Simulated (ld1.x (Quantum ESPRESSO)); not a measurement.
**rubidium (Rb): variants of one TM potential**

Base potential:

| Item | Value |
| --- | --- |
| Element | rubidium |
| Generator | ld1.x (Quantum ESPRESSO) 7.5 |
| Type | norm-conserving Troullier–Martins (Kleinman–Bylander form) |
| Functional | PBEsol |
| Relativity | scalar-relativistic |
| Frozen core | [Ar] 3d10 |
| Valence charge | 9 |
| Reference configuration | 4s2 4p6 5s1 5p0 |
| Partial waves | 4s (bound): rc 1.70 bohr; 4p (bound): rc 1.45 bohr; 4d channel at 0.35 Ry: rc 1.55 bohr |
| Local potential | the d channel |
| Core correction | none |

Occupied shells without a wave of their own: 5s. They enter only through the test configuration that unscreens the potential.

Cutoffs, loose and tight: the cutoffs (Ry, on a coarse ladder) from which the occupation-weighted sum of valence levels, in a spherical-Bessel basis at the reference potential, stays within 10 and 1 mRy of its value at 400 Ry. They do not see the model core or the augmentation charge, which bear on the density cutoff. Test errors are all-electron minus pseudo excitation energies from the reference, over the configurations 4s2 4p6 5s0 5p0; 4s2 4p6 5s0.5 5p0; 4s2 4p6 5s0 5p1; 4s2 4p5 5s1 5p0; 4s1 4p6 5s1 5p0. A dash means not determined; rows that change the core or the reference have their own tests. The largest error is taken over the tests solved by every variant that gives reliable tests at all: 4s1 4p6 5s1 5p0; 4s2 4p5 5s1 5p0; 4s2 4p6 5s0 5p0; 4s2 4p6 5s0.5 5p0.

| change | outcome | cutoff, loose | cutoff, tight | bound ghosts | largest test error (meV) |
| --- | --- | --- | --- | --- | --- |
| base | generated | 45 Ry | 80 Ry | none | -31 |
| wave 4s (bound): rc 1.70 bohr becomes 4s (bound): rc 1.06 bohr | generated | 110 Ry | 230 Ry | none | +33 |
| wave 4s (bound): rc 1.70 bohr becomes 4s (bound): rc 1.28 bohr | generated | 60 Ry | 100 Ry | none | +34 |
| wave 4s (bound): rc 1.70 bohr becomes 4s (bound): rc 1.66 bohr | generated | 50 Ry | 80 Ry | none | -29 |
| wave 4s (bound): rc 1.70 bohr becomes 4s (bound): rc 1.82 bohr | generated | 40 Ry | 80 Ry | none | -35 |
| wave 4s (bound): rc 1.70 bohr becomes 4s (bound): rc 2.04 bohr | generated | 40 Ry | 80 Ry | none | -54 |
| wave 4s (bound): rc 1.70 bohr becomes 4s (bound): rc 2.38 bohr | generated | 35 Ry | 80 Ry | none | -90 |
| wave 4s (bound): rc 1.70 bohr becomes 4s (bound): rc 2.54 bohr | generated | 35 Ry | 80 Ry | none | -147 |

Q: What comes out with this change to the base: wave 4s (bound): rc 1.70 bohr becomes 4s (bound): rc 2.18 bohr?

A: outcome: generated; cutoff, loose: 35 Ry; cutoff, tight: 80 Ry; bound ghosts: none; largest test error (meV): -67.

Q: What comes out with this change to the base: wave 4s (bound): rc 1.70 bohr becomes 4s (bound): rc 1.48 bohr?

A: outcome: generated; cutoff, loose: 55 Ry; cutoff, tight: 100 Ry; bound ghosts: none; largest test error (meV): +33.

Reading the sweep of the s radius (base included, trends over the rows without a ghost): The loose cutoff falls from 110 Ry at 1.06 to 35 Ry at 2.54 bohr. A larger radius leaves more room for a smooth pseudo-wave, so fewer plane waves are needed; a smaller one forces it to follow the all-electron wave where it bends sharply. The median size of the test errors (rows with all tests solved) is not monotonic: lowest 9.8 meV at 2.04 bohr, highest 60.7 meV at 2.38 bohr.
